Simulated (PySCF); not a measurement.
**PBE beside CCSD(T) along group 14: bonds to I**

PBE and CCSD(T) in PySCF with def2-TZVPP on every atom (core potentials on I, Pb), for the lowest determinant that a PBE0 search found; no spin–orbit coupling.

```tsv
molecule	state (unpaired electrons)	PBE Re (Å)	PBE ωe (cm⁻¹)	PBE De (eV)	CCSD(T) Re (Å)	CCSD(T) ωe (cm⁻¹)	CCSD(T) De (eV)
CI	doublet (π ↑)	2.036	631	3.54	?	?	?
SiI	doublet (π ↑)	2.461	350	3.49	2.448	361	3.10
GeI	doublet (π ↑)	2.546	235	3.36	2.524	246	2.98
PbI	doublet (π ↑)	2.819	161	3.16	2.807	166	2.83
```

Question: Estimate the CCSD(T) values of CI by adding the mean shift from PBE to CCSD(T) of the other rows, and compare with the calculation.

Answer: The mean shifts are -1.6 pm, +9 cm⁻¹ and -0.37 eV, which give 2.020 Å, 640 cm⁻¹ and 3.17 eV. CCSD(T)/def2-TZVPP gives Re = 2.027 Å, ωe = 642 cm⁻¹, De = 2.83 eV.

Question: What are the mean differences of PBE from CCSD(T) over the whole series?

Answer: Re +1.4 pm, ωe -10 cm⁻¹, De +0.45 eV.

In a basis of this size CCSD(T) is itself not converged; it tends to give bonds that are too long and too weak.

Correlated steps freeze the inner cores (5 to 13 orbitals); shallow outer-core shells are correlated. These are scalar-relativistic numbers at best; spin–orbit coupling would shift them, the dissociation energy most. States were picked by a PBE0 search and need not be the measured ground states.
